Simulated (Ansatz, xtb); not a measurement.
## Relative energy of two isomers of AlGeH5O

Structure X is `[OH][AlH][GeH3]`, a singlet and structure Y is `[AlH2][O][GeH3]`, a singlet. Both are isolated molecules in the gas phase, relaxed with PBE0-D3(BJ)/def2-SVP; the shapes shown needn't be the lowest conformers.

X (Å):

```yaml
atoms:
  - { symbol: Al, position_ang: [-1.4509, 1.8375, -0.9955] }
  - { symbol: Ge, position_ang: [-0.3022, 0.2973, 0.5447] }
  - { symbol: O, position_ang: [-3.0224, 2.3244, -0.5407] }
  - { symbol: H, position_ang: [-3.5901, 2.9170, -1.0373] }
  - { symbol: H, position_ang: [-0.8367, 2.3931, -2.3552] }
  - { symbol: H, position_ang: [1.0412, 0.8840, 1.0327] }
  - { symbol: H, position_ang: [-1.1396, -0.0352, 1.7948] }
  - { symbol: H, position_ang: [0.0414, -1.0403, -0.1479] }
```

Y (Å):

```xyz
8

Al    0.8088   -1.0125    0.8935
Ge   -1.1198    1.2838   -0.6699
O    -0.2982    0.1938    0.4478
H    -0.5850    1.0467   -2.0973
H     0.8558   -1.4338    2.4190
H    -2.6275    0.9815   -0.6029
H     1.7372   -1.6604   -0.2195
H    -0.8318    2.7277   -0.2211
```

Quicker runs give these differences E(Y) − E(X): GFN2-xTB −14.4 kcal/mol; HF/STO-3G −12.1 kcal/mol (at GFN2-xTB geometries); r2SCAN-D4/def2-SVP −3.9 kcal/mol (at GFN2-xTB geometries).

Problem. Estimate E(Y) − E(X) at the level CCSD(T)/def2-TZVP.

Solution. Calculated at CCSD(T)/def2-TZVP: E(Y) − E(X) = −3.5 kcal/mol, so structure Y lies lower.

How the difference moves with the method:

| level | geometry | E(Y) − E(X) (kcal/mol) | departure from the last row (kcal/mol) | job, with rough time for the two |
| --- | --- | --- | --- | --- |
| GFN2-xTB | GFN2-xTB | −14.4 | −10.9 | optimisation, 0.22 s |
| HF/STO-3G | GFN2-xTB | −12.1 | −8.6 | single point, 0.34 s |
| r2SCAN-D4/def2-SVP | GFN2-xTB | −3.9 | −0.4 | single point, 3.5 s |
| PBE0-D3(BJ)/def2-SVP | PBE0-D3(BJ)/def2-SVP | +0.6 | +4.0 | optimisation, 2.4 min |
| HF/def2-TZVP | PBE0-D3(BJ)/def2-SVP | −8.3 | −4.9 | part of the CCSD(T) run |
| MP2/def2-TZVP | PBE0-D3(BJ)/def2-SVP | −4.6 | −1.1 | part of the CCSD(T) run |
| CCSD(T)/def2-TZVP | PBE0-D3(BJ)/def2-SVP | −3.5 |  | single point, 59 s |

As drawn, Y has 1 Ge–O, 1 Al–H in place of 1 Al–Ge, 1 O–H.

PBE0-D3(BJ)/def2-SVP puts the two in the other order. The largest departure from CCSD(T)/def2-TZVP is that of GFN2-xTB, 10.9 kcal/mol.

With harmonic frequencies from PBE0-D3(BJ)/def2-SVP (ideal gas, rigid rotor, one conformer each, 298.15 K, 1 atm): on the last row, ΔE + ΔZPE = −5.0 kcal/mol. A mode under 50 cm⁻¹ makes harmonic enthalpies and free energies unreliable, so none is given.

The correlated steps freeze 15 core orbitals; the filled d shell of Ge is correlated, in a basis made for valence electrons. Codes used: Ansatz 0.2.0, xtb 6.7.1; the last row on 2 threads of Arm Neoverse V1 on a shared host.
